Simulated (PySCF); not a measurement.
Delta-SCF ions had no search for a lower state. Excitations are Tamm–Dancoff values on a coarser integration grid. The basis has no diffuse functions, so Rydberg states are missing or too high.

# C$_{3}$H$_{8}$OSi, SMILES `OCC([SiH3])=C` (Si–C–C–O torsion -45°, C–C–O–H torsion -59°) (charge 0, multiplicity 1)

All values below come from PBE0-D3(BJ)/def2-TZVP run with PySCF.

The HOMO is -7.78 eV and the dipole moment is 0.376 e·Å. The HOMO–LUMO gap is 7.21 eV and the LUMO comes out as -0.57 eV. The S1 excitation (TDA) is 6.08 eV and the S1 oscillator strength comes out as 0.016. The brightest of the four lowest singlets (TDA) comes out as 7.26 eV and the T1 excitation (TDA) is 4.17 eV. The S1–T1 gap (TDA) is 1.91 eV, the vertical ionisation energy (Delta-SCF) is 9.73 eV and the total energy comes out as -483.5520 Ha. The cost is about 3 core-minutes (a rough figure).

```xyz
13

C      0.0146    -1.0448     1.3684
C     -0.0286    -0.3319     0.2447
Si     1.5418     0.2048    -0.6256
C     -1.3357     0.0786    -0.3693
O     -1.3359     1.4320    -0.7793
H     -0.8946    -1.3390     1.8901
H      0.9505    -1.3725     1.8089
H      2.6852    -0.5224    -0.0128
H      1.7785     1.6649    -0.4787
H      1.4640    -0.1154    -2.0752
H     -2.1657    -0.1341     0.3187
H     -1.5115    -0.4971    -1.2831
H     -1.1626     1.9772    -0.0068
```
Charge 0, spin multiplicity 1.
